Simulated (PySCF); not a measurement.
# Working out the excitation energy of Ir

Ir [Xe] 4f14 5d7 6s2 (4F) → Ir [Xe] 4f14 5d7 6s1 6p1 (high-spin determinant). Calculation: PySCF 2.14, in def2-TZVPPD with the def2 core potential (60 electrons) (6s5p3d2f1g, 59 functions); scalar relativity through the core potential. Frozen: nothing. Energies in hartree (1 hartree = 27.21139 eV):

```tsv
part	Ir (lower)	Ir (upper)
UHF	-103.445744	-103.358887
MP2 opposite-spin	-0.314461	-0.266486
MP2 same-spin	-0.153836	-0.147515
```

Question: What does Hartree-Fock give?

Answer: (-103.358887) − (-103.445744) = 0.086857 hartree = 2.363 eV.

Question: What do MP2 and SCS-MP2 (6/5 opposite-spin, 1/3 same-spin) give?

Answer: The opposite-spin parts differ by 1.305 eV and the same-spin parts by 0.172 eV. MP2: 2.363 + (1.305) + (0.172) = 3.840 eV. SCS-MP2: 2.363 + 1.2 × (1.305) + (0.172)/3 = 3.986 eV.

One determinant mixes LS terms, so it does not stand for a single term.
